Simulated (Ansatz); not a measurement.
A short molecular-dynamics run on C2H6GaNO.

```yaml
crystal:
  periodic: [false, false, false]
  atoms:
    - {symbol: N, position_ang: [0.146360, 0.666631, 0.813993]}
    - {symbol: C, position_ang: [-0.091565, -0.757850, 0.965815]}
    - {symbol: C, position_ang: [-0.255549, -1.454886, -0.171284]}
    - {symbol: O, position_ang: [-0.212569, -0.929037, -1.368007]}
    - {symbol: Ga, position_ang: [0.109728, 0.936705, -1.275274]}
    - {symbol: H, position_ang: [1.039779, 0.947218, 1.206790]}
    - {symbol: H, position_ang: [-0.570030, 1.222932, 1.270634]}
    - {symbol: H, position_ang: [-0.126615, -1.189869, 1.955088]}
    - {symbol: H, position_ang: [-0.437482, -2.528913, -0.123363]}
    - {symbol: H, position_ang: [-1.176696, 1.778373, -1.582657]}
    - {symbol: H, position_ang: [1.574630, 1.308686, -1.691745]}
basis:
  gaussian: {orbitals: def2-SVP}
hamiltonian: {xc: {name: PBE}, dispersion: d3bj}
md: {timestep: 1 fs, n_steps: 20, ensemble: nvt_nose_hoover, temperature: 300, initial_velocities: maxwell_boltzmann, seed: 497}
```

```sh
$ ansatz run in.yaml --threads 4 --pin off --events-out ev --progress --plain --max-ram 10444MiB
```

```json
{"step": "0", "time (fs)": "0.0", "potential energy (eV)": "-58061.7318", "kinetic (eV)": "0.3490", "T (K)": "300", "conserved (eV)": "-58061.3828"}
{"step": "1", "time (fs)": "1.0", "potential energy (eV)": "-58061.7175", "kinetic (eV)": "0.3354", "T (K)": "288", "conserved (eV)": "-58061.3821"}
{"step": "2", "time (fs)": "2.0", "potential energy (eV)": "-58061.7042", "kinetic (eV)": "0.3216", "T (K)": "276", "conserved (eV)": "-58061.3826"}
{"step": "3", "time (fs)": "3.0", "potential energy (eV)": "-58061.6852", "kinetic (eV)": "0.3021", "T (K)": "260", "conserved (eV)": "-58061.3831"}
{"step": "4", "time (fs)": "4.0", "potential energy (eV)": "-58061.6533", "kinetic (eV)": "0.2708", "T (K)": "233", "conserved (eV)": "-58061.3825"}
{"step": "5", "time (fs)": "5.0", "potential energy (eV)": "-58061.6175", "kinetic (eV)": "0.2361", "T (K)": "203", "conserved (eV)": "-58061.3815"}
{"step": "6", "time (fs)": "6.0", "potential energy (eV)": "-58061.5934", "kinetic (eV)": "0.2123", "T (K)": "182", "conserved (eV)": "-58061.3812"}
{"step": "7", "time (fs)": "7.0", "potential energy (eV)": "-58061.5853", "kinetic (eV)": "0.2036", "T (K)": "175", "conserved (eV)": "-58061.3818"}
{"step": "8", "time (fs)": "8.0", "potential energy (eV)": "-58061.5835", "kinetic (eV)": "0.2012", "T (K)": "173", "conserved (eV)": "-58061.3826"}
{"step": "9", "time (fs)": "9.0", "potential energy (eV)": "-58061.5776", "kinetic (eV)": "0.1954", "T (K)": "168", "conserved (eV)": "-58061.3825"}
{"step": "10", "time (fs)": "10.0", "potential energy (eV)": "-58061.5678", "kinetic (eV)": "0.1863", "T (K)": "160", "conserved (eV)": "-58061.3819"}
{"step": "11", "time (fs)": "11.0", "potential energy (eV)": "-58061.5631", "kinetic (eV)": "0.1820", "T (K)": "156", "conserved (eV)": "-58061.3815"}
{"step": "12", "time (fs)": "12.0", "potential energy (eV)": "-58061.5692", "kinetic (eV)": "0.1880", "T (K)": "162", "conserved (eV)": "-58061.3818"}
{"step": "13", "time (fs)": "13.0", "potential energy (eV)": "-58061.5813", "kinetic (eV)": "0.1996", "T (K)": "172", "conserved (eV)": "-58061.3825"}
{"step": "14", "time (fs)": "14.0", "potential energy (eV)": "-58061.5898", "kinetic (eV)": "0.2081", "T (K)": "179", "conserved (eV)": "-58061.3827"}
{"step": "15", "time (fs)": "15.0", "potential energy (eV)": "-58061.5921", "kinetic (eV)": "0.2110", "T (K)": "181", "conserved (eV)": "-58061.3823"}
{"step": "16", "time (fs)": "16.0", "potential energy (eV)": "-58061.5932", "kinetic (eV)": "0.2125", "T (K)": "183", "conserved (eV)": "-58061.3820"}
{"step": "17", "time (fs)": "17.0", "potential energy (eV)": "-58061.5967", "kinetic (eV)": "0.2162", "T (K)": "186", "conserved (eV)": "-58061.3822"}
{"step": "18", "time (fs)": "18.0", "potential energy (eV)": "-58061.6011", "kinetic (eV)": "0.2206", "T (K)": "190", "conserved (eV)": "-58061.3823"}
{"step": "19", "time (fs)": "19.0", "potential energy (eV)": "-58061.6040", "kinetic (eV)": "0.2238", "T (K)": "192", "conserved (eV)": "-58061.3824"}
{"step": "20", "time (fs)": "20.0", "potential energy (eV)": "-58061.6048", "kinetic (eV)": "0.2247", "T (K)": "193", "conserved (eV)": "-58061.3825"}
```

Velocities are drawn at the set temperature; a run this short doesn't reach equilibrium.

Frames (Å, forces in eV/Å):

```xyz
11
time=0.0 fs
N     0.146    0.667    0.814   -0.070   -0.321   -0.369
C    -0.092   -0.758    0.966    0.106    0.508    0.480
C    -0.256   -1.455   -0.171   -0.072   -0.335   -0.371
O    -0.213   -0.929   -1.368   -0.047   -0.117   -0.690
Ga    0.110    0.937   -1.275    0.063    0.411   -0.197
H     1.040    0.947    1.207    0.570    0.242    0.277
H    -0.570    1.223    1.271   -0.435    0.414    0.317
H    -0.127   -1.190    1.955   -0.020   -0.253    0.603
H    -0.437   -2.529   -0.123   -0.108   -0.635    0.015
H    -1.177    1.778   -1.583   -0.134    0.068   -0.027
H     1.575    1.309   -1.692    0.147    0.019   -0.038
11
time=1.0 fs
N     0.150    0.665    0.815    0.289   -0.065   -0.299
C    -0.095   -0.758    0.962    0.090    0.789    0.481
C    -0.261   -1.458   -0.169    0.039   -0.072   -0.710
O    -0.206   -0.930   -1.371   -0.098   -0.289   -0.385
Ga    0.109    0.938   -1.274    0.061    0.289   -0.219
H     1.046    0.938    1.227    0.342    0.109    0.065
H    -0.548    1.235    1.285   -0.531    0.340    0.279
H    -0.122   -1.159    1.955   -0.062   -0.505    0.852
H    -0.433   -2.528   -0.111   -0.160   -0.798   -0.034
H    -1.178    1.757   -1.607   -0.216    0.138   -0.001
H     1.561    1.297   -1.718    0.246    0.064   -0.030
11
time=2.0 fs
N     0.153    0.664    0.816    0.533    0.382   -0.027
C    -0.099   -0.757    0.958    0.060    0.876    0.773
C    -0.266   -1.462   -0.168    0.112   -0.055   -0.976
O    -0.200   -0.931   -1.375   -0.151   -0.455   -0.090
Ga    0.108    0.939   -1.274    0.063    0.197   -0.254
H     1.056    0.930    1.247    0.000   -0.040   -0.198
H    -0.531    1.250    1.302   -0.402    0.096    0.096
H    -0.119   -1.132    1.964   -0.093   -0.603    0.751
H    -0.431   -2.535   -0.100   -0.165   -0.683   -0.091
H    -1.180    1.736   -1.631   -0.264    0.187    0.029
H     1.551    1.285   -1.745    0.308    0.098   -0.014
11
time=3.0 fs
N     0.157    0.662    0.817    0.617    0.866    0.306
C    -0.103   -0.755    0.956    0.020    0.786    1.288
C    -0.270   -1.465   -0.167    0.158   -0.228   -1.136
O    -0.194   -0.933   -1.378   -0.203   -0.602    0.177
Ga    0.107    0.940   -1.273    0.069    0.139   -0.310
H     1.065    0.922    1.266   -0.289   -0.152   -0.429
H    -0.518    1.267    1.320   -0.171   -0.223   -0.161
H    -0.116   -1.111    1.980   -0.118   -0.576    0.338
H    -0.430   -2.549   -0.089   -0.135   -0.339   -0.155
H    -1.186    1.718   -1.655   -0.269    0.209    0.067
H     1.543    1.275   -1.772    0.322    0.122    0.014
11
time=4.0 fs
N     0.161    0.662    0.818    0.571    1.231    0.554
C    -0.107   -0.753    0.954   -0.027    0.578    1.799
C    -0.275   -1.469   -0.167    0.202   -0.436   -1.163
O    -0.189   -0.935   -1.382   -0.252   -0.723    0.405
Ga    0.106    0.941   -1.272    0.078    0.110   -0.391
H     1.072    0.912    1.281   -0.421   -0.200   -0.573
H    -0.506    1.281    1.336    0.027   -0.495   -0.392
H    -0.115   -1.096    1.999   -0.140   -0.493   -0.191
H    -0.430   -2.566   -0.079   -0.092    0.089   -0.221
H    -1.194    1.701   -1.678   -0.232    0.206    0.115
H     1.538    1.265   -1.798    0.288    0.134    0.057
11
time=5.0 fs
N     0.166    0.662    0.820    0.435    1.384    0.627
C    -0.110   -0.750    0.953   -0.083    0.308    2.085
C    -0.280   -1.473   -0.168    0.265   -0.527   -1.052
O    -0.183   -0.937   -1.385   -0.295   -0.811    0.590
Ga    0.106    0.942   -1.271    0.087    0.100   -0.494
H     1.075    0.900    1.290   -0.357   -0.177   -0.604
H    -0.494    1.290    1.349    0.111   -0.637   -0.527
H    -0.114   -1.086    2.016   -0.161   -0.415   -0.634
H    -0.432   -2.582   -0.072   -0.058    0.456   -0.277
H    -1.204    1.687   -1.700   -0.158    0.182    0.172
H     1.536    1.257   -1.825    0.214    0.137    0.114
11
time=6.0 fs
N     0.171    0.663    0.822    0.244    1.299    0.492
C    -0.114   -0.747    0.955   -0.149    0.013    2.036
C    -0.284   -1.478   -0.170    0.354   -0.416   -0.817
O    -0.177   -0.940   -1.388   -0.330   -0.864    0.729
Ga    0.105    0.944   -1.271    0.095    0.095   -0.608
H     1.075    0.887    1.293   -0.108   -0.094   -0.522
H    -0.481    1.294    1.356    0.060   -0.614   -0.534
H    -0.116   -1.079    2.027   -0.176   -0.369   -0.871
H    -0.434   -2.593   -0.067   -0.044    0.668   -0.317
H    -1.216    1.674   -1.720   -0.061    0.148    0.233
H     1.536    1.251   -1.850    0.115    0.135    0.179
11
time=7.0 fs
N     0.176    0.665    0.824    0.048    0.995    0.177
C    -0.118   -0.744    0.958   -0.220   -0.273    1.640
C    -0.288   -1.483   -0.173    0.468   -0.086   -0.496
O    -0.172   -0.944   -1.391   -0.357   -0.880    0.823
Ga    0.104    0.945   -1.270    0.100    0.084   -0.723
H     1.073    0.873    1.292    0.262    0.026   -0.357
H    -0.468    1.291    1.359   -0.115   -0.431   -0.410
H    -0.119   -1.076    2.029   -0.185   -0.364   -0.862
H    -0.436   -2.599   -0.066   -0.053    0.688   -0.333
H    -1.228    1.662   -1.738    0.042    0.110    0.294
H     1.537    1.245   -1.873    0.009    0.130    0.246
11
time=8.0 fs
N     0.181    0.667    0.826   -0.071    0.545   -0.227
C    -0.122   -0.741    0.962   -0.287   -0.511    0.954
C    -0.292   -1.488   -0.175    0.595    0.428   -0.142
O    -0.167   -0.948   -1.393   -0.373   -0.861    0.876
Ga    0.103    0.946   -1.270    0.102    0.059   -0.825
H     1.074    0.859    1.287    0.617    0.152   -0.174
H    -0.456    1.284    1.357   -0.362   -0.132   -0.184
H    -0.123   -1.076    2.024   -0.186   -0.399   -0.614
H    -0.438   -2.597   -0.067   -0.084    0.518   -0.323
H    -1.240    1.652   -1.754    0.137    0.076    0.349
H     1.538    1.241   -1.894   -0.089    0.125    0.309
11
time=9.0 fs
N     0.186    0.671    0.829   -0.037    0.071   -0.563
C    -0.127   -0.738    0.967   -0.339   -0.673    0.087
C    -0.295   -1.492   -0.179    0.723    1.051    0.198
O    -0.162   -0.952   -1.394   -0.379   -0.809    0.891
Ga    0.102    0.947   -1.269    0.101    0.016   -0.906
H     1.081    0.846    1.280    0.783    0.247   -0.058
H    -0.447    1.277    1.354   -0.585    0.190    0.067
H    -0.130   -1.081    2.012   -0.182   -0.465   -0.185
H    -0.442   -2.591   -0.072   -0.131    0.199   -0.286
H    -1.251    1.642   -1.766    0.213    0.051    0.393
H     1.539    1.238   -1.912   -0.166    0.122    0.361
11
time=10.0 fs
N     0.191    0.674    0.830    0.130   -0.285   -0.680
C    -0.131   -0.737    0.972   -0.365   -0.759   -0.785
C    -0.298   -1.496   -0.181    0.831    1.660    0.487
O    -0.158   -0.957   -1.395   -0.375   -0.722    0.869
Ga    0.102    0.949   -1.269    0.096   -0.044   -0.957
H     1.095    0.836    1.273    0.652    0.296   -0.056
H    -0.443    1.270    1.351   -0.658    0.405    0.236
H    -0.138   -1.089    1.999   -0.172   -0.533    0.293
H    -0.447   -2.583   -0.079   -0.185   -0.178   -0.228
H    -1.259    1.633   -1.774    0.261    0.038    0.424
H     1.538    1.236   -1.927   -0.215    0.121    0.398
11
time=11.0 fs
N     0.196    0.677    0.832    0.296   -0.441   -0.534
C    -0.136   -0.735    0.976   -0.359   -0.808   -1.436
C    -0.300   -1.498   -0.184    0.897    2.094    0.708
O    -0.153   -0.962   -1.395   -0.360   -0.603    0.813
Ga    0.101    0.950   -1.269    0.087   -0.120   -0.976
H     1.115    0.828    1.265    0.273    0.309   -0.141
H    -0.446    1.268    1.351   -0.497    0.424    0.243
H    -0.148   -1.103    1.989   -0.159   -0.545    0.629
H    -0.453   -2.576   -0.089   -0.226   -0.474   -0.161
H    -1.265    1.624   -1.778    0.277    0.038    0.439
H     1.534    1.236   -1.937   -0.231    0.125    0.417
11
time=12.0 fs
N     0.201    0.679    0.833    0.332   -0.429   -0.222
C    -0.141   -0.735    0.980   -0.325   -0.871   -1.683
C    -0.301   -1.499   -0.186    0.898    2.210    0.856
O    -0.149   -0.968   -1.395   -0.333   -0.452    0.725
Ga    0.100    0.951   -1.269    0.077   -0.209   -0.962
H     1.139    0.824    1.256   -0.185    0.303   -0.238
H    -0.454    1.270    1.353   -0.138    0.266    0.101
H    -0.159   -1.122    1.984   -0.139   -0.445    0.664
H    -0.462   -2.574   -0.100   -0.236   -0.556   -0.095
H    -1.269    1.616   -1.778    0.260    0.051    0.437
H     1.529    1.236   -1.944   -0.212    0.132    0.417
11
time=13.0 fs
N     0.207    0.681    0.834    0.207   -0.363    0.091
C    -0.147   -0.735    0.982   -0.268   -0.966   -1.515
C    -0.302   -1.498   -0.187    0.824    1.966    0.931
O    -0.145   -0.974   -1.395   -0.295   -0.273    0.611
Ga    0.099    0.952   -1.269    0.065   -0.309   -0.915
H     1.160    0.822    1.244   -0.552    0.291   -0.283
H    -0.463    1.274    1.356    0.279    0.041   -0.097
H    -0.172   -1.146    1.986   -0.109   -0.223    0.392
H    -0.473   -2.578   -0.112   -0.202   -0.383   -0.032
H    -1.270    1.608   -1.774    0.210    0.076    0.420
H     1.521    1.238   -1.947   -0.159    0.142    0.398
11
time=14.0 fs
N     0.213    0.684    0.835   -0.037   -0.349    0.272
C    -0.153   -0.736    0.982   -0.196   -1.052   -1.087
C    -0.301   -1.496   -0.188    0.686    1.452    0.931
O    -0.141   -0.980   -1.394   -0.247   -0.072    0.476
Ga    0.099    0.953   -1.269    0.052   -0.418   -0.839
H     1.176    0.823    1.230   -0.725    0.278   -0.249
H    -0.470    1.279    1.358    0.613   -0.140   -0.253
H    -0.186   -1.171    1.992   -0.070    0.068   -0.037
H    -0.486   -2.585   -0.125   -0.132   -0.035    0.034
H    -1.268    1.601   -1.766    0.132    0.111    0.390
H     1.512    1.241   -1.946   -0.077    0.156    0.361
11
time=15.0 fs
N     0.218    0.685    0.836   -0.341   -0.446    0.263
C    -0.158   -0.737    0.982   -0.108   -1.065   -0.601
C    -0.301   -1.492   -0.188    0.510    0.832    0.860
O    -0.137   -0.987   -1.392   -0.191    0.141    0.329
Ga    0.098    0.954   -1.270    0.037   -0.533   -0.740
H     1.185    0.827    1.214   -0.666    0.265   -0.137
H    -0.470    1.283    1.357    0.773   -0.212   -0.308
H    -0.201   -1.196    1.998   -0.027    0.347   -0.434
H    -0.500   -2.592   -0.137   -0.046    0.346    0.109
H    -1.266    1.594   -1.754    0.031    0.153    0.348
H     1.502    1.246   -1.941    0.028    0.173    0.311
11
time=16.0 fs
N     0.224    0.687    0.837   -0.649   -0.673    0.067
C    -0.164   -0.740    0.982   -0.005   -0.955   -0.199
C    -0.300   -1.487   -0.187    0.324    0.251    0.727
O    -0.134   -0.993   -1.391   -0.129    0.358    0.178
Ga    0.097    0.955   -1.270    0.021   -0.648   -0.627
H     1.188    0.834    1.196   -0.397    0.250    0.028
H    -0.463    1.284    1.354    0.726   -0.150   -0.242
H    -0.215   -1.218    1.999    0.012    0.549   -0.672
H    -0.515   -2.596   -0.148    0.033    0.632    0.189
H    -1.263    1.590   -1.738   -0.079    0.196    0.301
H     1.493    1.252   -1.934    0.144    0.190    0.251
11
time=17.0 fs
N     0.229    0.688    0.838   -0.884   -1.013   -0.267
C    -0.170   -0.743    0.981    0.115   -0.704    0.044
C    -0.298   -1.483   -0.185    0.150   -0.198    0.549
O    -0.130   -0.999   -1.390   -0.063    0.572    0.027
Ga    0.097    0.956   -1.271    0.004   -0.757   -0.510
H     1.187    0.842    1.178   -0.004    0.230    0.206
H    -0.450    1.284    1.348    0.484    0.037   -0.065
H    -0.230   -1.234    1.994    0.040    0.641   -0.694
H    -0.529   -2.594   -0.157    0.088    0.752    0.268
H    -1.262    1.587   -1.720   -0.185    0.235    0.252
H     1.485    1.260   -1.924    0.254    0.206    0.189
11
time=18.0 fs
N     0.233    0.688    0.840   -0.956   -1.396   -0.633
C    -0.176   -0.747    0.980    0.253   -0.314    0.104
C    -0.297   -1.478   -0.183    0.006   -0.471    0.345
O    -0.127   -1.004   -1.388    0.004    0.773   -0.116
Ga    0.096    0.957   -1.272   -0.011   -0.849   -0.403
H     1.186    0.853    1.162    0.357    0.187    0.340
H    -0.431    1.284    1.342    0.117    0.299    0.177
H    -0.244   -1.244    1.982    0.050    0.609   -0.491
H    -0.543   -2.585   -0.164    0.107    0.680    0.337
H    -1.261    1.586   -1.699   -0.269    0.263    0.207
H     1.479    1.270   -1.912    0.343    0.218    0.133
11
time=19.0 fs
N     0.237    0.688    0.840   -0.832   -1.683   -0.886
C    -0.182   -0.751    0.979    0.406    0.193   -0.008
C    -0.295   -1.474   -0.181   -0.099   -0.558    0.132
O    -0.123   -1.009   -1.387    0.070    0.954   -0.248
Ga    0.095    0.958   -1.272   -0.025   -0.912   -0.314
H     1.188    0.866    1.150    0.513    0.101    0.384
H    -0.412    1.287    1.338   -0.232    0.523    0.388
H    -0.258   -1.248    1.965    0.039    0.462   -0.093
H    -0.555   -2.569   -0.167    0.084    0.426    0.388
H    -1.264    1.588   -1.677   -0.316    0.272    0.169
H     1.477    1.282   -1.899    0.393    0.221    0.089
11
time=20.0 fs
N     0.240    0.686    0.840   -0.598   -1.714   -0.901
C    -0.187   -0.755    0.979    0.568    0.756   -0.217
C    -0.294   -1.470   -0.179   -0.163   -0.491   -0.076
O    -0.120   -1.014   -1.385    0.131    1.106   -0.364
Ga    0.095    0.958   -1.273   -0.035   -0.938   -0.250
H     1.196    0.880    1.141    0.389   -0.040    0.327
H    -0.394    1.296    1.337   -0.399    0.569    0.454
H    -0.272   -1.248    1.948    0.007    0.243    0.409
H    -0.567   -2.549   -0.167    0.022    0.036    0.414
H    -1.269    1.593   -1.653   -0.315    0.259    0.140
H     1.478    1.297   -1.886    0.392    0.214    0.063
```

Run time 14 s (4 threads of an Intel Xeon 6975P-C on a shared host); peak host memory 0.48 GiB.
